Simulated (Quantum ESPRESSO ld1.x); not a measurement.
The numbers below are computed, except where a source is named.
Mg7+, 5 electrons, occupied as [He] 2s2 2p1. Level of theory: scalar-relativistic Kohn-Sham, LDA (Slater exchange, Perdew-Wang correlation), spin-polarised, spherical densities, point nucleus; open shells are filled with parallel spins first (ld1.x of Quantum ESPRESSO 7.5).

Normalised radial functions P(r) = r R(r), r in bohr:

```
   r/bohr * 2s down, o 2p up (the largest magnitude, 1.37, reaches the edge; | marks zero, & curves that meet)
 0.005232                             o *
 0.005852                             o  *
 0.006546                             o  *
 0.007322                             o  *
 0.008189                             o   *
  0.00916                             o   *
  0.01025                             o   *
  0.01146                             o    *
  0.01282                             o    *
  0.01422                             o     *
  0.01591                             o     *
  0.01779                             o      *
   0.0199                             o      *
  0.02226                             |o      *
   0.0249                             |o       *
  0.02785                             |o       *
  0.03115                             |o        *
  0.03484                             |o         *
  0.03897                             | o        *
  0.04359                             | o         *
  0.04876                             | o         *
  0.05454                             |  o         *
    0.061                             |   o        *
  0.06823                             |   o        *
  0.07631                             |    o       *
  0.08536                             |     o     *
  0.09547                             |      o    *
   0.1068                             |        o*
   0.1194                             |        *o
   0.1336                             |      *    o
   0.1482                             |    *       o
   0.1658                             | *            o
   0.1855                            *|                o
   0.2074                        *    |                  o
    0.232                    *        |                    o
   0.2595                *            |                      o
   0.2903             *               |                       o
   0.3247         *                   |                        o
   0.3632      *                      |                         o
   0.4062    *                        |                          o
   0.4543  *                          |                         o
   0.5082  *                          |                        o
   0.5684   *                         |                       o
   0.6358    *                        |                     o
   0.7111       *                     |                  o
   0.7954          *                  |               o
   0.8897              *              |            o
   0.9951                 *           |         o
    1.113                    *        |      o
    1.245                       *     |    o
    1.392                         *   |  o
    1.545                           * | o
    1.728                            *|o
    1.933                            *|o
    2.162                             &
    2.418                             &
    2.705                             &
    3.026                             &
    3.384                             &
    3.785                             &
    4.234                             &
    4.736                             &
```

2s down: eigenvalue -265.97 eV, 1 radial node at r = 0.177 bohr, <r> = 0.593 bohr, 90 % of the charge inside 0.913 bohr. 2p up: eigenvalue -245.76 eV, 0 radial nodes, <r> = 0.522 bohr, 90 % of the charge inside 0.847 bohr.
